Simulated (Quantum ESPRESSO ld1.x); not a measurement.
The numbers below are computed, except where a source is named.
Problem. The cerium ion Ce18+, 40 electrons, occupied as [Kr] 4d3 5p1 (not the ground configuration). Level of theory: Dirac Kohn-Sham, relativistic LDA (MacDonald-Vosko exchange, VWN5 correlation), spin-unpolarised, spherical densities, point nucleus; open shells are shared between the two j in proportion to 2j + 1 (ld1.x of Quantum ESPRESSO 7.5).

Spin-orbit splittings of the eigenvalues, e(l+1/2) - e(l-1/2), with zeta = 2 splitting/(2l+1) and mean radii in bohr:

shell  occ.  splitting (eV)  zeta (eV)  <r> j=l-1/2  <r> j=l+1/2
2p        6           442.2      294.8      0.08813      0.09430
3p        6           88.09      58.73       0.2671       0.2790
3d       10           19.16      7.662       0.2493       0.2530
4p        6           22.47      14.98       0.6121       0.6328
4d        3           4.478      1.791       0.6472       0.6534
4f        0               ?          ?       0.6594       0.6617
5p        1           7.965      5.310        1.155        1.184

Estimate the 4f splitting.

Solution. 0.8473 eV (zeta = 0.2421 eV).
